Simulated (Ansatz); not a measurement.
Reactions of C$_{4}$H$_{5}$ClO (`C=C(C=O)CCl`).

Computed with Ansatz on PBE0-D4/def2-TZVP structures; ΔE is electronic, products minus reactants. CBS: MP2 limit from def2 TZ/QZ plus the TZ coupled-cluster correction, frozen cores. This one scheme is used for every species, atoms too. For atomizations the MP2-based limit and the directly extrapolated one differ by several kJ/mol either way, and by 10 to 25 for some Ge, Se and Sn compounds, so smaller differences from it don't rank the levels. DFT in def2-TZVPP. B3LYP here is the variant with VWN-RPA as its local correlation; programs differ in this. Open shells (•) are unrestricted, without spin–orbit coupling. Spin–orbit coupling would lower the free atoms: a little for C, Cl, O. For Ge outer-core shells are correlated without core-valence functions, so the limit isn't a true one: a few kJ/mol of doubt a bond, and 10 to 20 or more in all where bonds break to atoms. Scalar relativity is left out up to krypton. One conformer a species, not always the lowest.

```csv
reaction,HF/CBS(def2) (kJ/mol),CCSD/CBS(def2) (kJ/mol),B3LYP-D4 (kJ/mol)
`C=C(C=O)CCl` → 4 C• + Cl• + 5 H• + O•,3310,4511,4608
`C=C(C=O)CCl` + H₂ → `C=CCCl` + `C=O`,-35,-16,-5
`C=C(C=O)CCl` → `OC1=C(CCl)C1`,196,174,178
`C=C(C=O)CCl` + H₂ → `C=C(C)C=O` + HCl,-109,-96,-89
`C=C(C=O)CCl` + `CCS` → `CCSC=O` + `C=CCCl`,-3,-12,-20
`C=C(C=O)CCl` + GeH₄ → `C=[C]([GeH3])C=O` + `CCl`,-21,-22,-17
`C=C(C=O)CCl` + `CC` → `C=C(C=O)CC` + `CCl`,-6,-6,-3
`C=C(C=O)CCl` + H₂O → `C=C(O)CCl` + `C=O`,54,68,62
`C=C(C=O)CCl` + CH₄ → `C=C(C=O)CC` + HCl,-20,-24,-16
`C=C(C=O)CCl` + `OCS` → `O=COCS` + `C=CCCl`,-46,-35,-39
```

(1) Give the CCSD(T)/CBS values in the same order. (Best estimate.)

Largest T1 diagnostic: 0.015, for `C=O`.

## Answers

(1) Computed: 4601, -9, 175, -91, -16, -22, -5, 71, -22, -35 kJ/mol.
